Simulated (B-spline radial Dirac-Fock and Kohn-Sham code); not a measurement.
ΔSCF core binding energies without Breit or QED terms, calculated with an atomic code on a B-spline grid.

A sound run for the free magnesium atom, 1s2 2s2 2p6 3s2: The ground state converged in 10 iterations, with total energy -199.93506 Ha, virial ratio 1.99679 and highest orbital energy -6.90 eV. ΔSCF binding energies: K (1s) 1311.7 eV, L3 (2p3/2) 56.31 eV. Holes are computed only in closed shells, and unreliable hole states are left out.

A second run, with one unsound setting: The ground state converged in 10 iterations, with total energy -199.61712 Ha, virial ratio 2.00253 and highest orbital energy -6.89 eV. ΔSCF binding energies: K (1s) 1309.0 eV, L3 (2p3/2) 56.63 eV. Holes are computed only in closed shells, and unreliable hole states are left out.

```
iter   energy (Ha)        error
   1     -199.32799660  9.86e-01
   2     -199.59197959  1.28e-01
   3     -199.61371021  4.32e-02
   4     -199.61650671  1.48e-02
   5     -199.61705447  4.36e-03
   6     -199.61711286  5.61e-04
   7     -199.61712072  1.03e-04
   8     -199.61712103  8.33e-06
   9     -199.61712103  6.69e-07
  10     -199.61712103  3.64e-08
```

Task: Which fault fits the second run best?
A. tolerance below the noise
B. mesh too coarse
C. unbound anion
D. too few iterations

Result: B. The input had h = 0.9: h is too large to resolve the orbitals.
